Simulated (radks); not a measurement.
Q: The sulfur anion S2-, [Ar], held by a Watson sphere: a shell of charge +1.56 at radius R that stands for the Madelung well of a crystal (potential energy -1.56/R inside, -1.56/r outside, in hartree with lengths in bohr). Method: scalar-relativistic Kohn-Sham, LDA (Slater exchange, VWN5 correlation), spin-polarised, spherical densities, point nucleus; computed with a radial shooting solver on a logarithmic mesh with Libxc functionals. Response by self-consistent Sternheimer equations with the Hartree and adiabatic LDA kernel, the relativistic mass of each level held fixed and spin-orbit coupling left out. The sphere does not respond.

| R (bohr) | e(2p) (eV) | e(3s) (eV) | e(3p) (eV) | <r> 3p (bohr) | sum of <r^2> (bohr^2) | X-ray form factor at sin(theta)/lambda = 0.1 1/angstrom | alpha (bohr^3) |
|---|---|---|---|---|---|---|---|
| 1.96 | -149.88 | -14.371 | -4.529 | 2.137 | 42.16 | 15.444 | 30.93 |
| 2.1 | -149.89 | -14.091 | -4.377 | 2.172 | 43.40 | 15.387 | 33.17 |
| 3.21 | -149.94 | -12.272 | -3.019 | 2.417 | 53.13 | 15.008 | 61.38 |
| 3.36 | -149.90 | -12.083 | -2.845 | 2.446 | 54.41 | 14.968 | 66.88 |
| 3.44 | -149.87 | -11.988 | -2.755 | 2.461 | 55.08 | 14.948 | 70.00 |
| 4.02 | -149.63 | -11.385 | -2.157 | 2.562 | 59.92 | 14.821 | 97.42 |
| 4.38 | -149.47 | -11.080 | -1.837 | 2.619 | 62.93 | 14.758 | 119.6 |
| 4.46 | -149.43 | -11.018 | -1.771 | 2.632 | 63.60 | 14.745 | 125.2 |

Estimate the row for R = 3.97 bohr.

A: e(2p) (eV) -149.65; e(3s) (eV) -11.431; e(3p) (eV) -2.205; <r> 3p (bohr) 2.554; sum of <r^2> (bohr^2) 59.51; X-ray form factor at sin(theta)/lambda = 0.1 1/angstrom 14.831; alpha (bohr^3) 94.69.
